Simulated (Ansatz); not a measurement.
Geometry optimisation of the cluster WO₂⁻.

```yaml
crystal:
  periodic: [false, false, false]
  atoms:
    - {symbol: W, position_ang: [-0.353300, 0.485390, -0.018811]}
    - {symbol: O, position_ang: [-1.016813, -1.108704, 0.078396]}
    - {symbol: O, position_ang: [1.370113, 0.623324, -0.059585]}
basis:
  gaussian: {orbitals: def2-TZVPD}
total_charge: -1
magnetization: {spin_polarized: true, initial_magnetization: 3}
hamiltonian: {xc: pbe0, dispersion: d4}
scf: {lower_state_search: "off"}
output: {orbitals: {seedname: orbitals}}
relax: {f_tol: 0.02, max_steps: 100}
```

```sh
$ ansatz run in.yaml --threads 4 --pin off --events-out ev --progress --plain --max-ram 3916MiB
```

It prints (some lines left out):

```
Functional definition: PBE0
mean field -5918.88166980 eV, -217.5148894029 hartree, gradient 7.8e-6 eV, S^2 3.768647; 0 other end points of the search recorded, 0 dependent functions left out
relax step   1: F+E_penalty+E_count = -5918.93726661 eV  Δ(F+E_penalty+E_count) = +0.000e0 eV  max|allowed force component| = 9.192e-1 eV/Å  Δτ_max = 0.0000 Å  (18 SCF iters, accepted)
mean field -5918.99787164 eV, -217.5191597420 hartree, gradient 2.2e-6 eV, S^2 3.771281; 0 other end points of the search recorded, 0 dependent functions left out
relax step   2: F+E_penalty+E_count = -5919.05253108 eV  Δ(F+E_penalty+E_count) = -1.153e-1 eV  max|allowed force component| = 2.541e-1 eV/Å  Δτ_max = 0.0862 Å  (29 SCF iters, accepted)
mean field -5918.99327912 eV, -217.5189909698 hartree, gradient 2.7e-6 eV, S^2 3.771770; 0 other end points of the search recorded, 0 dependent functions left out
relax step   3: F+E_penalty+E_count = -5919.04764151 eV  Δ(F+E_penalty+E_count) = +4.890e-3 eV  max|allowed force component| = 9.243e-1 eV/Å  Δτ_max = 0.0612 Å  (30 SCF iters, rejected (line search))
mean field -5919.01035586 eV, -217.5196185286 hartree, gradient 1.8e-6 eV, S^2 3.772383; 0 other end points of the search recorded, 0 dependent functions left out
relax step   4: F+E_penalty+E_count = -5919.06467249 eV  Δ(F+E_penalty+E_count) = -1.214e-2 eV  max|allowed force component| = 7.277e-2 eV/Å  Δτ_max = 0.0296 Å  (29 SCF iters, accepted)
mean field -5919.01176738 eV, -217.5196704010 hartree, gradient 2.9e-6 eV, S^2 3.772795; 0 other end points of the search recorded, 0 dependent functions left out
relax step   5: F+E_penalty+E_count = -5919.06595444 eV  Δ(F+E_penalty+E_count) = -1.282e-3 eV  max|allowed force component| = 7.130e-3 eV/Å  Δτ_max = 0.0123 Å  (23 SCF iters, accepted)
Total energy: -5919.06598987 eV, -217.5216630406 hartree
Atom 0 at    -0.293014     0.402565    -0.015601 Å, force     0.005189    -0.007130     0.000276 eV/Å
Atom 1 at    -1.141714    -1.136051     0.082269 Å, force    -0.001193     0.004582    -0.000219 eV/Å
Atom 2 at     1.434728     0.733496    -0.066668 Å, force    -0.003997     0.002547    -0.000057 eV/Å
Dipole moment:    -0.155467     0.213592    -0.008278 e Å
Checks for a lower state left out: stability, starts, cluster_reference, orbital_swaps, neighbouring_geometries, increment
```

Hardware: 4 threads of Arm Neoverse V1 on a shared host. Wall time 6.5 s.

In the def2 sets W takes a core potential; there is no spin–orbit coupling. The structure comes from a short search, and lower isomers may exist.
